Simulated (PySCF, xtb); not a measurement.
Sb(H)(SiH3)2 (H7SbSi2), SMILES [SiH3][SbH][SiH3].

Harmonic wavenumbers (cm⁻¹) from GFN2-xTB (xtb 6.7.1) at its own minimum, in rising order: 52, 64, 87, 300, 308, 376, 384, 406, 422, 537, 558, 742, 773, 792, 804, 808, 817, 1502, 2238, 2246, 2252, 2258, 2261, 2267.

### Question
What does r2SCAN-D4/def2-SVP run with PySCF give at its own minimum? (Estimate from the structure and the level; the computed values follow.)

### Answer
73, 81, 113, 302, 306, 405, 406, 483, 548, 620, 622, 839, 876, 930, 935, 936, 938, 1931, 2206, 2209, 2221, 2223, 2225, 2225. Paired by order, the mean absolute difference is 76 cm⁻¹ and the zero-point energies are 33.2 and 35.2 kcal/mol.
